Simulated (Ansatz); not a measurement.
Consider the cleavage of the Sn–In bond: `[NH2][InH][SnH2][OH]` + CH₃OH → `C[O][SnH2][OH]` + `[NH2][InH2]`.

Computed with Ansatz on PBE0-D4/def2-TZVP structures; ΔE is electronic, products minus reactants. CBS: MP2 limit from def2 TZ/QZ plus the TZ coupled-cluster correction, frozen cores. This one scheme is used for every species. DFT in def2-TZVPP. Elements past krypton have def2 core potentials. For In, Sn outer-core shells are correlated without core-valence functions, which leaves a few kJ/mol of doubt a bond. One conformer a species, not always the lowest.

CCSD(T)/CBS gives +54.5 kJ/mol.

(1) Another level gave +62.6 kJ/mol. Which?
A. ωB97X-V/def2-TZVPP
B. CCSD(T)/def2-TZVPP
C. PBE0/def2-TZVPP
D. MP2/def2-TZVPP

Largest T1 diagnostic among the species: 0.016.

Results:

(1) C. PBE0 62.6, ωB97X-V 45.6, CCSD(T)/def2-TZVPP 50.3, MP2/def2-TZVPP 54.7 kJ/mol.

In def2-TZVPP, CCSD(T) changes the Hartree–Fock value by +5.2 kJ/mol (the triples alone add −0.8 kJ/mol) and MP2 by +9.6 kJ/mol.

CCSD(T)/CBS has its own doubt, a few kJ/mol and more with outer-core shells, so smaller differences from it don't rank the levels.
